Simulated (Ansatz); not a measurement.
cyclo-(Me2SnS)3 (C6H18S3Sn3). Charge 0, multiplicity 1. Geometry PBE-D4/def2-SVP, basis def2-TZVP, Ansatz.

```tsv
atom	x (Å)	y (Å)	z (Å)
Sn1	-0.9955	2.0648	0.1307
C2	0.6564	2.7192	1.3727
C3	-2.2702	3.6500	-0.6144
S4	-2.4696	0.5679	1.4003
Sn5	-1.2365	-1.5386	1.1444
C6	-1.7119	-2.4533	-0.7629
C7	-1.7264	-2.7280	2.8873
S8	1.1833	-1.1142	1.3183
Sn9	1.6979	-0.3896	-0.9698
C10	3.4830	0.8272	-0.7860
C11	1.9026	-2.1000	-2.2898
S12	-0.1666	0.9181	-1.8857
H13	1.3653	3.3128	0.7639
H14	1.1502	1.8183	1.7830
H15	0.2573	3.3393	2.1983
H16	-1.6609	4.3760	-1.1858
H17	-2.7591	4.1583	0.2387
H18	-3.0408	3.2086	-1.2732
H19	-1.0332	-3.3091	-0.9425
H20	-1.5847	-1.6836	-1.5473
H21	-2.7623	-2.8021	-0.7416
H22	-2.8201	-2.8944	2.9229
H23	-1.1998	-3.6997	2.8297
H24	-1.4053	-2.1819	3.7935
H25	3.7348	1.2578	-1.7740
H26	3.2882	1.6403	-0.0625
H27	4.3208	0.2009	-0.4239
H28	2.3379	-2.9413	-1.7175
H29	2.5632	-1.8419	-3.1398
H30	0.9020	-2.3816	-2.6669
```

| run | HOMO (eV) | LUMO (eV) |
| --- | --- | --- |
| A | -5.51 | -1.65 |
| B | -6.66 | -0.79 |
| C | -5.64 | -1.93 |
| D | -5.77 | -1.45 |
| E | -5.89 | -1.43 |

In the def2 sets Sn takes a core potential; there is no spin–orbit coupling. Single mean-field runs in def2-TZVP are fitted with def2-universal-jkfit.

Problem. The runs used B97M-V, LDA (SPW92), PBE, PBE0, r2SCAN. Estimate which is which.

Solution. A PBE (0 % exact exchange); B PBE0 (25 % exact exchange); C LDA (SPW92) (0 % exact exchange); D r2SCAN (0 % exact exchange); E B97M-V (0 % exact exchange). Exact exchange lowers occupied and raises empty levels; among semilocal functionals meta-GGAs tend to open the gap a little, and such runs are hard to tell apart. The gap grows from 3.71 eV (LDA (SPW92)) to 5.87 eV (PBE0).
